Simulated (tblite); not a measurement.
Parent: `[CH3:1][S:2][Si@@H:3]1[NH:4][CH2:5][CH2:6][SiH2:7]1` with C1–S2–Si3–N4 177°, S2–Si3–N4–C5 -152°, Si3–N4–C5–C6 50°, N4–C5–C6–Si7 -45°, C5–C6–Si7–Si3 23°, C3H11NSSi2.

Structures optimised with GFN2-xTB, isolated species. One conformer each, not checked by frequencies here.

```tsv
coordinate of the parent	value
C1–S2	1.815 Å
S2–Si3	2.152 Å
Si3–N4	1.712 Å
N4–C5	1.448 Å
C5–C6	1.530 Å
C6–Si7	1.913 Å
Si3–Si7	2.306 Å
C1–S2–Si3	97.1°
S2–Si3–N4	106.3°
S2–Si3–Si7	122.3°
N4–Si3–Si7	92.6°
Si3–N4–C5	117.5°
N4–C5–C6	110.0°
C5–C6–Si7	108.6°
Si3–Si7–C6	91.5°
```

Problem. How does the shared frame change in `[CH3:1][S:2][Si@@H:3]1[NH:4][CH2:5][CH2:6][Si@@H:7]1[CH3:8]` with C1–S2–Si3–N4 -78°, S2–Si3–N4–C5 -148°, Si3–N4–C5–C6 48°, N4–C5–C6–Si7 -45°, C5–C6–Si7–C8 149°, C4H13NSSi2? Atoms pair as C1 = C1, S2 = S2, Si3 = Si3, N4 = N4, C5 = C5, C6 = C6, Si7 = Si7 (parent first).

Solution. 
```csv
parent,relative,value in the relative,change
C1–S2,C1–S2,1.816 Å,+0.001
S2–Si3,S2–Si3,2.159 Å,+0.007
Si3–N4,Si3–N4,1.719 Å,+0.007
N4–C5,N4–C5,1.452 Å,+0.004
C5–C6,C5–C6,1.528 Å,-0.002
C6–Si7,C6–Si7,1.916 Å,+0.003
Si3–Si7,Si3–Si7,2.297 Å,-0.009
C1–S2–Si3,C1–S2–Si3,100.0°,+2.9
S2–Si3–N4,S2–Si3–N4,110.0°,+3.7
S2–Si3–Si7,S2–Si3–Si7,119.9°,-2.4
N4–Si3–Si7,N4–Si3–Si7,92.4°,-0.2
Si3–N4–C5,Si3–N4–C5,118.2°,+0.7
N4–C5–C6,N4–C5–C6,110.2°,+0.2
C5–C6–Si7,C5–C6–Si7,108.3°,-0.3
Si3–Si7–C6,Si3–Si7–C6,92.0°,+0.5
```

Of the parent's bonds, Si3–Si7 changes most (-0.009 Å). Bonds of the relative outside the shared frame: Si7–C8 1.897 Å. Point group C1 → C1.

Problem. How does the shared frame change in `[CH3:1][NH:2][Si@@H:3]1[CH2:4][CH2:5][NH:6][Si@H:7]1[S:8][CH3:9]` with C1–N2–Si3–C4 171°, N6–Si7–S8–C9 -62°, N2–Si3–C4–C5 -89°, Si3–C4–C5–N6 -43°, C4–C5–N6–Si7 51°, C5–N6–Si7–S8 -151°, C4H14N2SSi2? Atoms pair as C1 = C9, S2 = S8, Si3 = Si7, N4 = N6, C5 = C5, C6 = C4, Si7 = Si3 (parent first).

Solution. 
```json
{"parent": "C1–S2", "relative": "C9–S8", "value in the relative": "1.816 Å", "change": "+0.001"}
{"parent": "S2–Si3", "relative": "S8–Si7", "value in the relative": "2.157 Å", "change": "+0.005"}
{"parent": "Si3–N4", "relative": "Si7–N6", "value in the relative": "1.721 Å", "change": "+0.009"}
{"parent": "N4–C5", "relative": "N6–C5", "value in the relative": "1.454 Å", "change": "+0.006"}
{"parent": "C5–C6", "relative": "C5–C4", "value in the relative": "1.528 Å", "change": "-0.002"}
{"parent": "C6–Si7", "relative": "C4–Si3", "value in the relative": "1.910 Å", "change": "-0.003"}
{"parent": "Si3–Si7", "relative": "Si7–Si3", "value in the relative": "2.287 Å", "change": "-0.019"}
{"parent": "C1–S2–Si3", "relative": "C9–S8–Si7", "value in the relative": "99.5°", "change": "+2.4"}
{"parent": "S2–Si3–N4", "relative": "S8–Si7–N6", "value in the relative": "109.6°", "change": "+3.3"}
{"parent": "S2–Si3–Si7", "relative": "S8–Si7–Si3", "value in the relative": "118.5°", "change": "-3.8"}
{"parent": "N4–Si3–Si7", "relative": "N6–Si7–Si3", "value in the relative": "91.9°", "change": "-0.7"}
{"parent": "Si3–N4–C5", "relative": "Si7–N6–C5", "value in the relative": "117.4°", "change": "-0.1"}
{"parent": "N4–C5–C6", "relative": "N6–C5–C4", "value in the relative": "110.2°", "change": "+0.2"}
{"parent": "C5–C6–Si7", "relative": "C5–C4–Si3", "value in the relative": "108.4°", "change": "-0.2"}
{"parent": "Si3–Si7–C6", "relative": "Si7–Si3–C4", "value in the relative": "92.8°", "change": "+1.3"}
```

Of the parent's bonds, Si3–Si7 changes most (-0.019 Å). Bonds of the relative outside the shared frame: C1–N2 1.445, N2–Si3 1.721 Å. Point group C1 → C1.

Problem. How does the shared frame change in `[CH3:1][S:2][Si@@H:3]1[NH:4][CH2:5][CH2:6][Si@H:7]1[NH2:8]` with C1–S2–Si3–N4 -60°, C6–Si7–N8–H -56° and 168°, S2–Si3–N4–C5 -117°, Si3–N4–C5–C6 -29°, N4–C5–C6–Si7 43°, C5–C6–Si7–N8 -146°, C3H12N2SSi2? Atoms pair as C1 = C1, S2 = S2, Si3 = Si3, N4 = N4, C5 = C5, C6 = C6, Si7 = Si7 (parent first).

Solution. 
| parent | relative | value in the relative | change |
| --- | --- | --- | --- |
| C1–S2 | C1–S2 | 1.815 Å | 0.000 |
| S2–Si3 | S2–Si3 | 2.171 Å | +0.019 |
| Si3–N4 | Si3–N4 | 1.719 Å | +0.007 |
| N4–C5 | N4–C5 | 1.454 Å | +0.006 |
| C5–C6 | C5–C6 | 1.525 Å | -0.005 |
| C6–Si7 | C6–Si7 | 1.909 Å | -0.004 |
| Si3–Si7 | Si3–Si7 | 2.282 Å | -0.024 |
| C1–S2–Si3 | C1–S2–Si3 | 98.6° | +1.5 |
| S2–Si3–N4 | S2–Si3–N4 | 113.0° | +6.7 |
| S2–Si3–Si7 | S2–Si3–Si7 | 116.4° | -5.9 |
| N4–Si3–Si7 | N4–Si3–Si7 | 92.6° | 0.0 |
| Si3–N4–C5 | Si3–N4–C5 | 121.7° | +4.2 |
| N4–C5–C6 | N4–C5–C6 | 111.2° | +1.2 |
| C5–C6–Si7 | C5–C6–Si7 | 108.1° | -0.5 |
| Si3–Si7–C6 | Si3–Si7–C6 | 90.9° | -0.6 |

Of the parent's bonds, Si3–Si7 changes most (-0.024 Å). Bonds of the relative outside the shared frame: Si7–N8 1.724 Å. Point group C1 → C1.

Problem. How does the shared frame change in `[CH3:1][S:2][Si@@H:3]1[NH:4][CH2:5][CH2:6][Si@H:7]1[C:8]#[N:9]` with C1–S2–Si3–N4 -176°, S2–Si3–N4–C5 -120°, Si3–N4–C5–C6 -28°, N4–C5–C6–Si7 43°, C5–C6–Si7–C8 -152°, C4H10N2SSi2? Atoms pair as C1 = C1, S2 = S2, Si3 = Si3, N4 = N4, C5 = C5, C6 = C6, Si7 = Si7 (parent first).

Solution. 
| parent | relative | value in the relative | change |
| --- | --- | --- | --- |
| C1–S2 | C1–S2 | 1.817 Å | +0.002 |
| S2–Si3 | S2–Si3 | 2.157 Å | +0.005 |
| Si3–N4 | Si3–N4 | 1.712 Å | 0.000 |
| N4–C5 | N4–C5 | 1.452 Å | +0.004 |
| C5–C6 | C5–C6 | 1.528 Å | -0.002 |
| C6–Si7 | C6–Si7 | 1.912 Å | -0.001 |
| Si3–Si7 | Si3–Si7 | 2.308 Å | +0.002 |
| C1–S2–Si3 | C1–S2–Si3 | 98.0° | +0.9 |
| S2–Si3–N4 | S2–Si3–N4 | 110.8° | +4.5 |
| S2–Si3–Si7 | S2–Si3–Si7 | 118.6° | -3.7 |
| N4–Si3–Si7 | N4–Si3–Si7 | 92.3° | -0.3 |
| Si3–N4–C5 | Si3–N4–C5 | 122.1° | +4.6 |
| N4–C5–C6 | N4–C5–C6 | 111.3° | +1.3 |
| C5–C6–Si7 | C5–C6–Si7 | 108.1° | -0.5 |
| Si3–Si7–C6 | Si3–Si7–C6 | 90.1° | -1.4 |

Of the parent's bonds, S2–Si3 and N4–C5 change most and about equally (+0.004 to +0.005 Å). Bonds of the relative outside the shared frame: Si7–C8 1.865, C8≡N9 1.146 Å. Point group C1 → C1.

The numbers are calculated, not measured.
